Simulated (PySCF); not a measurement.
M06-2X single point of doublet VH₄ at its PBE0 minimum.

An equivalent PySCF input for this run (the driver started from the density of an earlier step):

```python
from pyscf import gto, scf, dft
mol = gto.M(atom='''
V      0.000000     0.000000    -0.000000
H      1.275250    -0.000052     1.022616
H     -1.275250     0.000010     1.022616
H      0.000031     1.275271    -1.022590
H     -0.000031    -1.275229    -1.022643''',
    basis={'V': 'def2-TZVP', 'H': 'def2-TZVP'},
    charge=0, spin=1)
mf = dft.UKS(mol, xc='M062X')
mf.grids.atom_grid = (90, 434)
aux = {'V': 'def2-universal-JKFIT', 'H': 'def2-universal-JKFIT'}
mf = mf.density_fit(auxbasis=aux)
mf.conv_tol = 1e-08
mf.diis_space = 10
mf.max_cycle = 60
mf.verbose = 4
mf.kernel()
```

Excerpt of the output:

```
init E= -946.16367982864
cycle= 1 E= -946.164336765388  delta_E= -0.000657  |g|= 0.0875  |ddm|= 0.0997
cycle= 2 E= -946.153371546027  delta_E= 0.011  |g|= 0.198  |ddm|= 0.142
cycle= 3 E= -946.167054999998  delta_E= -0.0137  |g|= 0.00632  |ddm|= 0.094
cycle= 4 E= -946.16714291565  delta_E= -8.79e-05  |g|= 0.00304  |ddm|= 0.0116
cycle= 5 E= -946.167213138769  delta_E= -7.02e-05  |g|= 0.00202  |ddm|= 0.0122
cycle= 6 E= -946.167259333159  delta_E= -4.62e-05  |g|= 0.0015  |ddm|= 0.0163
cycle= 7 E= -946.167265116031  delta_E= -5.78e-06  |g|= 0.000378  |ddm|= 0.00668
cycle= 8 E= -946.167265420356  delta_E= -3.04e-07  |g|= 0.00011  |ddm|= 0.00108
cycle= 9 E= -946.167265481693  delta_E= -6.13e-08  |g|= 3.4e-05  |ddm|= 0.000426
cycle= 10 E= -946.167265487953  delta_E= -6.26e-09  |g|= 1.4e-05  |ddm|= 0.000147
Extra cycle  E= -946.167265488376  delta_E= -4.23e-10  |g|= 1.06e-05  |ddm|= 2.24e-05
converged SCF energy = -946.167265488376  <S^2> = 0.84572706  2S+1 = 2.0935396
```

Other spin states or occupations of the open shell can lie lower.

This run, together with those of the ionised and electron-attached species (not shown), took 11 s on 2 threads of a shared Arm Neoverse V2 host, with 69 basis functions; the process peaked at 0.87 GiB.
